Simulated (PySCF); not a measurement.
# Bonding in `O=C(CC(F)(F)F)O[SiH3]`

Compound: C3H5F3O2Si.
SMILES with atom numbers: `[O:1]=[C:2]([CH2:3][C:4]([F:5])([F:6])[F:7])[O:8][SiH3:9]` (hydrogens: H10, H11 on C3; H12, H13, H14 on Si9)

Structure used (GFN2-xTB), in Å, numbered top down from 1:
```xyz
14
C3H5F3O2Si angstrom
O      0.4909    1.7136   -1.0582
C      0.1114    0.8289   -0.3449
C     -1.3095    0.7835    0.2221
C     -1.7657   -0.6250    0.5497
F     -3.0791   -0.6487    0.8390
F     -1.5918   -1.4745   -0.4697
F     -1.1427   -1.1486    1.6098
O      0.8521   -0.1777    0.0413
Si     2.4378   -0.4098   -0.4533
H     -1.3424    1.3770    1.1392
H     -1.9968    1.2228   -0.5033
H      3.2136    0.7470   -0.0231
H      2.4328   -0.5631   -1.9019
H      2.6887   -1.6261    0.3012
```

Bond orders from the PBE0/pcSseg-1 density (PySCF). Geometry: GFN2-xTB, one conformer, isolated molecule.

(1) Where do the orders between heavy atoms depart from those drawn in the SMILES?

(2) Set the Mayer orders of the bonds beside their lengths.

## Answers

(1) The largest departure is 0.204, at O8–Si9 (drawn single, 0.796). Drawn single, order below 0.88: O8–Si9 (0.796).

(2) 
```csv
bond,drawn as,length (Å),Mayer order
O1–C2,double,1.198,1.955
C2–C3,single,1.531,0.951
C3–C4,single,1.516,1.016
C4–F5,single,1.345,0.992
C4–F6,single,1.338,1.006
C4–F7,single,1.336,1.005
C2–O8,single,1.308,1.112
O8–Si9,single,1.677,0.796
C3–H10,single,1.093,0.909
C3–H11,single,1.092,0.927
Si9–H12,single,1.458,0.940
Si9–H13,single,1.457,0.941
Si9–H14,single,1.453,0.942
```

By pair of heavy elements: C–O: lowest C2–O8 (1.112, 1.308 Å), highest O1–C2 (1.955, 1.198 Å). C–C: lowest C2–C3 (0.951, 1.531 Å), highest C3–C4 (1.016, 1.516 Å). C–F: all 3 within 0.02 of one another (0.992 to 1.006).

Task: Sum the orders of all bonds at each heavy atom with more than one neighbour and set the sums beside the valence in the SMILES.

Result: C2 4.018 (drawn 4), C3 3.803 (drawn 4), C4 4.019 (drawn 4), O8 1.908 (drawn 2), Si9 3.619 (drawn 4). Orders between atoms that aren't bonded are not in these sums.

Mayer orders depend on the basis set.

The run behind these numbers computed NMR shieldings as well. Hardware: Intel Xeon at 2.50 GHz, one thread, shared host with 64 logical CPUs at a one-minute load of 63. Cost: 88 s of wall time (with the writing of density and orbital grids), 0.82 GiB resident at most.
